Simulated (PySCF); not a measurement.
Si(H)(Me)2(NH2) (C₂H₉NSi), SMILES C[SiH](C)N.

The structure is a stationary point at B3LYP-D3(BJ)/def2-SVP. One conformer was computed; it need not be the lowest.

All values below come from B3LYP-D3(BJ)/def2-SVP (PySCF).

Frequencies are harmonic and unscaled.

Computed harmonic wavenumbers and intensities:
```tsv
mode	ν (cm⁻¹)	IR (km/mol)	Raman (Å⁴/amu)	depolarisation	moving atoms (share of kinetic energy)
1	147	13.3	1.7	0.75	H 85 %, C 9 %
2	150	0.2	0.1	0.71	H 98 %
3	170	0.1	0.1	0.73	H 95 %
4	208	3.7	1.8	0.74	H 43 %, C 38 %, Si 12 %
5	248	4.3	2.3	0.69	H 43 %, N 20 %, C 20 %, Si 18 %
6	269	10.8	0.9	0.75	H 46 %, Si 25 %, N 18 %, C 11 %
7	401	200.9	1.5	0.15	H 73 %, N 26 %
8	607	10.3	2.7	0.74	H 94 %
9	631	3.7	18.4	0.09	C 56 %, H 26 %, Si 10 %
10	683	10.7	1.5	0.75	H 84 %, C 13 %
11	689	9.0	5.7	0.71	H 49 %, C 34 %, Si 15 %
12	759	57.3	3.1	0.62	H 56 %, C 23 %, Si 18 %
13	800	4.4	5.6	0.65	H 46 %, N 34 %, C 11 %, Si 10 %
14	855	43.9	3.6	0.75	H 64 %, C 19 %, Si 11 %
15	884	67.0	3.4	0.59	H 58 %, Si 18 %, N 15 %, C 9 %
16	912	162.1	5.0	0.73	H 74 %, Si 14 %, C 9 %
17	939	187.7	5.4	0.73	H 72 %, Si 18 %
18	1266	32.0	0.9	0.74	H 77 %, C 22 %
19	1272	20.7	0.5	0.53	H 79 %, C 21 %
20	1430	0.2	26.7	0.75	H 95 %
21	1431	0.8	1.0	0.74	H 96 %
22	1438	2.6	24.2	0.75	H 96 %
23	1443	5.8	1.0	0.75	H 96 %
24	1548	38.5	7.1	0.68	H 90 %, N 10 %
25	2199	166.1	128.6	0.23	H 97 %
26	3017	6.3	120.2	0.00	H 97 %
27	3025	4.8	148.8	0.00	H 97 %
28	3104	7.3	54.1	0.75	H 91 %, C 9 %
29	3109	15.5	106.1	0.72	H 91 %, C 9 %
30	3110	12.3	92.6	0.75	H 91 %, C 9 %
31	3127	7.7	91.1	0.73	H 91 %, C 9 %
32	3555	14.2	132.5	0.12	H 96 %
33	3644	15.1	82.2	0.74	H 91 %, N 9 %
```
